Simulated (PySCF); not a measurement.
Species: C2H3F2GeN.
Geometry (PBE0-D3(BJ)/def2-SVP, Å), atoms numbered from 1 in this order:
```
atom  x, y, z in Å
C1     2.0776    1.3948   -0.2927
C2     1.2166    0.5891   -0.0028
Ge3   -0.1434   -0.6291    0.4303
N4    -1.6291   -0.3377   -0.5161
F5     0.3667   -2.2513    0.1596
F6    -0.4041   -0.6111    2.1403
H7     2.8459    2.1035   -0.5499
H8    -1.8684    0.6324   -0.6927
H9    -2.4506   -0.8836   -0.2770
```

Computed with PySCF 2.14.0, PBE0-D3(BJ)/def2-SVP geometry optimisation, gas phase.

Take the most abundant isotopes and a rigid rotor. The values belong to one conformer with, in the numbering `[CH:1]#[C:2][Ge:3]([NH2:4])([F:5])[F:6]`, C2–Ge3–N4–H -38° and -173°.

Question: Give the principal moments of inertia and the rotational constants in MHz.

Answer: Ia = 146.50, Ib = 259.86, Ic = 269.36 u·Å²; 505379 MHz·u·Å²/I gives A = 3450, B = 1945, C = 1876 MHz.

Question: What kind of rotor is it?

Answer: A near-prolate asymmetric top: κ = (2 × 1945 − 3450 − 1876)/(3450 − 1876) = -0.91.

Question: Is it planar, by Δ = Ic − Ia − Ib?

Answer: Not planar: Δ = Ic − Ia − Ib = -137.00 u·Å². For a rigid frame Δ = −2 Σ m c², so Σ m c² = 68.50 u·Å² lies off the ab plane: 0.76 from hydrogen and 67.73 from heavier atoms. The atom farthest from that plane is 1.42 Å away.

Question: Give the other two planar moments, Paa and Pbb, and the rms extents of the mass along the axes.

Answer: Paa = Σ m a² = (Ib + Ic − Ia)/2 = 191.36 and Pbb = Σ m b² = (Ia + Ic − Ib)/2 = 78.00 u·Å². With the mass M = 152.94 u, the rms extents √(P/M) along a, b and c are 1.12, 0.71, 0.67 Å.

Question: Where do the levels up to J = 4 lie, in cm⁻¹?

Answer: Above 0(0,0):
J = 1: 1(0,1) 0.1275, 1(1,1) 0.1777, 1(1,0) 0.1799
J = 2: 2(0,2) 0.3823, 2(1,2) 0.4303, 2(1,1) 0.4371, 2(2,1) 0.5877, 2(2,0) 0.5878
J = 3: 3(0,3) 0.7644, 3(1,3) 0.8092, 3(1,2) 0.8229, 3(2,2) 0.9701, 3(2,1) 0.9705, 3(3,1) 1.2268, 3(3,0) 1.2268
J = 4: 4(0,4) 1.2734, 4(1,4) 1.3143, 4(1,3) 1.3371, 4(2,3) 1.4799, 4(2,2) 1.4810, 4(3,2) 1.7368, 4(3,1) 1.7368, 4(4,1) 2.0961, 4(4,0) 2.0961

Question: Which types of transition are allowed, and where do some lines up to J = 3 fall?

Answer: The dipole components are |μa| = 1.78 D, |μb| = 2.74 D, |μc| = 1.27 D. Intensities carry the squares of the components, which stand as 0.42 : 1.00 : 0.21 (a : b : c). Some lines, for components of 0.1 D or more:

```
type  branch         J(Ka,Kc)    MHz  lower level (cm⁻¹)
   a       R  1(0,1) ← 0(0,0)   3821               0.000
   b       Q  3(2,1) ← 3(1,2)   4425               0.823
   c       Q  2(2,1) ← 2(1,1)   4515               0.437
   b       R  1(1,1) ← 0(0,0)   5326               0.000
   a       R  2(1,2) ← 1(1,1)   7573               0.178
   c       R  2(1,1) ← 1(0,1)   9284               0.127
   b       R  3(0,3) ← 2(1,2)  10015               0.430
   a       R  3(1,3) ← 2(1,2)  11359               0.430
   a       R  3(2,1) ← 2(2,0)  11472               0.588
   b       R  2(2,1) ← 1(1,0)  12225               0.180
   b       R  3(2,2) ← 2(1,1)  15978               0.437
   c       R  3(2,1) ← 2(1,1)  15989               0.437
   c       R  3(3,1) ← 2(2,1)  19160               0.588
```

No frequency check. Constants of a rigid frame at the computed geometry: no zero-point averaging, no centrifugal distortion. A rigid rotor knows nothing of inversion at nitrogen, which can split or shift real lines. Quadrupole hyperfine structure (14N) is left out.
